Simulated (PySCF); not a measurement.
# What a mistake does to a calculation on AlBH6NSi

Calculated results; nothing here was measured. They come from PySCF 2.14.0, an open-source quantum chemistry program, on an isolated molecule that a program drew, which may never have been made. The molecule is AlBH6NSi (charge 0, doublet), drawn as the SMILES string `[AlH2][B]N[SiH3]`.

Each row is a Hartree-Fock (HF) and frozen-core CCSD(T) single point in the cc-pV(D+d)Z basis, meant for a local HF minimum. Run 1 is clean. Each other run has one planted mistake out of seven kinds, and not every kind appears here: one electron removed, one electron added, multiplicity raised by two, geometry at a saddle point, minimal basis STO-3G, one bond length entered in bohr, all coordinates scaled. The reference is restricted for singlets and unrestricted otherwise, and also for a bond in bohr. Adding or removing an electron swaps singlet and doublet. Electrons count all cores. HOMO and LUMO are orbital energies over both spins, the gradient is its largest component, and the lowest frequency (negative if imaginary) is given only where the gradient is small. Bond lengths are over the 9 bonds as drawn. T1 is the CCSD diagnostic: over 0.02 (restricted) or 0.045 (unrestricted) a single reference is doubtful.

Geometry of the clean run:
```xyz
10
AlBH6NSi, angstrom
Al    0.0077    1.1047    3.4765
B     0.3210    0.9696    1.4695
N     0.5218    0.8669    0.1095
Si   -0.3367   -0.1631   -1.0333
H     0.8139    0.1529    4.4507
H    -1.0330    2.1623    4.0273
H     1.2465    1.4514   -0.2770
H     0.6230   -1.0679   -1.7015
H    -1.3414   -0.9312   -0.2802
H    -0.9829    0.6747   -2.0663
```

| run | electrons | basis functions | <S^2> | HOMO (eV) | LUMO (eV) | gradient (hartree/bohr) | lowest frequency (cm^-1) | mean bond (Å) | longest bond (Å) | T1 | HF (hartree) | CCSD(T) (hartree) | mistake |
|---|---|---|---|---|---|---|---|---|---|---|---|---|---|
| 1 | 45 | 104 | 0.759 | -7.07 | 1.31 | 4.1e-05 | 48 | 1.5310 | 2.036 | 0.0158 | -613.47953 | -613.94906 | no fault |
| 2 | 45 | 104 | 0.758 | -7.09 | 1.35 | 1.6e-02 | - | 1.4988 | 1.993 | 0.0151 | -613.47528 | -613.94243 | all coordinates scaled |
| 3 | 44 | 104 | 0.000 | -16.13 | -5.26 | 1.0e-01 | - | 1.5310 | 2.036 | 0.0156 | -613.25510 | -613.71152 | one electron removed |
| 4 | 46 | 104 | 0.000 | -0.01 | 7.17 | 4.7e-02 | - | 1.5310 | 2.036 | 0.0163 | -613.44745 | -613.95727 | one electron added |
| 5 | 45 | 104 | 3.789 | -5.71 | -1.26 | 1.7e-01 | - | 1.5310 | 2.036 | 0.0237 | -613.28344 | -613.72078 | ? |

**Which mistake was planted in run 5, and what did it cost?**

Electrons, basis and geometry are unchanged, and <S^2> is 3.789, beside S(S+1) = 3.75 for a multiplicity of 4. So the mistake is: multiplicity raised by two. Subtracting run 1 and multiplying by 627.51 kcal/mol a hartree, the energy moved by 123.0 kcal/mol in HF and 143.2 kcal/mol in CCSD(T).

